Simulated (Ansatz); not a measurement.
The same path of Cl2FHSi + H2O (8 atoms, charge 0, multiplicity 1) was run twice with different band settings. Lost on the way: Si1–F2, H6–O7. Made: Si1–O7, F2–H6.

Level of theory: Ansatz, RKS B3LYP-D4/def2-SVP.

Relaxed end points:

```xyz
8
Properties=species:S:1:pos:R:3
Si -0.896 0.195 -0.457
F 0.061 -0.858 -1.234
Cl -2.498 0.490 -1.721
Cl 0.097 1.995 -0.299
H -1.402 -0.319 0.818
H 1.599 -1.141 0.508
O 1.246 -0.580 1.214
H 1.793 0.218 1.171
```

```xyz
8
Properties=species:S:1:pos:R:3
Si -0.590 0.578 0.085
F 0.312 -2.396 -0.230
Cl -1.021 0.646 -1.922
Cl -0.735 2.492 0.843
H -1.486 -0.337 0.800
H 0.842 -1.661 0.015
O 0.974 0.044 0.324
H 1.703 0.633 0.086
```

Common settings: movable images 5; climbing image yes; spring 5.0 eV/Å²; optimiser quadratic models (default); start path through a guess of the saddle point; iteration limit 60; end points relaxed.

| run | force threshold |
| --- | --- |
| 1 | 0.05 eV/Å |
| 2 | 0.5 eV/Å |

**Question.** What does each run give, and how far can it be trusted?

**Answer.** Run 1: converged after 20 iterations, highest image 1.087 eV above the first end. A vibrational analysis at the climbing image gives one clearly imaginary mode, 785i cm⁻¹: a first-order saddle point.
Run 2: converged after 11 iterations, highest image 1.066 eV above the first end. The threshold of 0.5 eV/Å is loose, so the images may lie well off the minimum-energy path. The order of the stationary point at the top wasn't checked.
The orbitals stay closed-shell, which can raise the energy where a bond breaks towards radicals; this wasn't checked here.
